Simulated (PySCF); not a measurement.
# Unknown compound

Molecular formula: C4H5N3O2Si. Simulated spectra:

$^{1}$H NMR (600 MHz, computed): δ 10.63 (s, 1H), 10.10 (s, 1H), 5.34 (s, 3H).

$^{13}$C{$^{1}$H} NMR (computed): δ 202.0 (CH), 164.9 (C), 159.2 (CH), 137.6 (C).

Calculated, not measured (PySCF 2.14.0 with density-fitted response routines): structure optimised with GFN2-xTB, GIAO PBE0/pcSseg-1 shieldings. Gas phase, one computed conformer, relativity neglected, fast rotation and ring inversion assumed for equivalent nuclei.

References, each an isolated molecule treated in the same way: TMS for $^{1}$H, $^{13}$C.

Question: Propose a structure and justify it.

Answer: 
1. Rings plus π bonds: 5 (1 ring in the answer).
2. 4 carbon signals for 4 carbons: no two carbons are equivalent.
3. Carbon types of the structure: 2 × C, 2 × CH, leaving 3 H on heteroatoms.
4. δC 202.0: aldehyde carbonyl carbon; low-lying n→π* states of the double bond to the heteroatom give a large paramagnetic term (-256 ppm).
5. δC 164.9: aromatic carbon bearing oxygen; an ipso carbon deshielded by its heteroatom.
6. δC 159.2: aromatic CH between two ring heteroatoms.
7. δC 137.6: substituted aromatic carbon next to a ring nitrogen.
8. δH 10.63: hydrogen on an aldehyde carbonyl carbon; the formyl region, downfield of aromatic protons.
9. δH 10.10: hydrogen on an aromatic CH between two ring heteroatoms; it sits in the deshielding region of the aromatic ring current.
10. δH 5.34: hydrogen on a silicon bonded to O.

The compound is SMILES O=Cc1ncnnc1O[SiH3].

This is the structure that produced the data.

Shifts are as computed. Against solution values, carbons near 30 ppm lie about +3 ppm off and those near 130 ppm about +5 ppm. Of 1211 compounds with measured shifts, 218 miss one by over three times the rms of a fit or turn the order of signals round; such compounds aren't used in these exercises. Multiplicities follow the n + 1 count of equivalent neighbours, as no J values were calculated; m marks all less simple cases, F and P coupling included.
